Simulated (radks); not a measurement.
The tungsten ion W2+ inside a hard spherical wall (all orbitals vanish at R), configuration held at [Xe] 4f14 5d4 and not refilled when levels cross. Calculated with a radial shooting solver on a logarithmic mesh with Libxc functionals: scalar-relativistic Kohn-Sham, PBE, spin-polarised, spherical densities, finite nucleus; open shells are filled with parallel spins first (spin-orbit coupling, left out, can overturn this in heavy ions); Fermi nuclear charge, rms radius 5.3658 fm. Eigenvalues in eV for spin up, with the zero of energy where the potential of the charges vanishes at infinity; a dash marks a level that is unbound or too diffuse for the functional's potential to be trusted. A positive occupied level is held by the wall or, in an anion where self-interaction has pushed it up, behind a barrier. The pressure on the wall is -dE/dV.

R (bohr),E (hartree),kinetic (hartree),e(5s),e(5p),e(4f),e(5d),"e(6s, empty)","e(6p, empty)",pressure (GPa)
free,-16139.1909,17776.587,-95.642,-60.108,-49.186,-20.959,-20.044,-13.491,0
12,-16139.1909,17776.587,-95.642,-60.108,-49.186,-20.959,-20.044,-13.491,< 0.0001
8,-16139.1908,17776.587,-95.639,-60.105,-49.183,-20.956,-20.039,-13.443,0.00302
4,-16139.0886,17777.225,-93.620,-58.233,-47.000,-18.861,-15.448,-4.707,27.8
3.5,-16138.9284,17778.053,-91.831,-56.567,-44.985,-16.640,-10.217,3.247,96.3
3,-16138.4794,17780.269,-88.438,-53.279,-41.011,-11.846,1.510,19.565,385
2.5,-16137.0358,17787.148,-81.246,-45.666,-32.327,-0.498,29.849,55.647,1910
2,-16131.4769,17811.551,-62.658,-24.007,-11.010,30.171,105.84,144.70,12400
